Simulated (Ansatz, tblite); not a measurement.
Forces on Sn2H4⁺ at its B3LYP-D4/def2-TZVP geometry. Charge 1, multiplicity 2.

In the def2 sets Sn takes a core potential; there is no spin–orbit coupling. The xTB rows come from tblite. Another isomer (doublet) lies 0.39 eV lower at PBE0-D4/def2-TZVP; other spin states weren't run for this one.

GFN1-xTB (tblite), largest force 0.81 eV/Å:

```xyz
6
positions Å, forces eV/Å
Sn    0.052    2.041   -1.273    0.057   -0.430    0.510
Sn   -0.130   -0.894    1.091   -0.658    0.432    0.175
H    -1.218    0.991   -1.922   -0.026   -0.017   -0.015
H     1.255   -0.910    2.114    0.336   -0.099   -0.054
H     0.142    0.749    0.236    0.028    0.276   -0.436
H    -0.101   -1.977   -0.245    0.264   -0.163   -0.180
```

GFN2-xTB (tblite), largest force 1.14 eV/Å:

```
Sn 0.338 0.814 -0.366
Sn -0.873 -0.339 0.645
H -0.311 -0.400 -0.028
H 0.481 -0.081 0.210
H 0.199 0.306 -0.011
H 0.166 -0.300 -0.450
```

PBE-D4/def2-TZVP (Ansatz), largest force 0.13 eV/Å:

```
Sn 0.089 0.053 0.064
Sn -0.065 0.049 0.005
H -0.095 -0.083 -0.048
H 0.077 0.005 0.078
H 0.013 0.058 -0.004
H -0.018 -0.083 -0.095
```
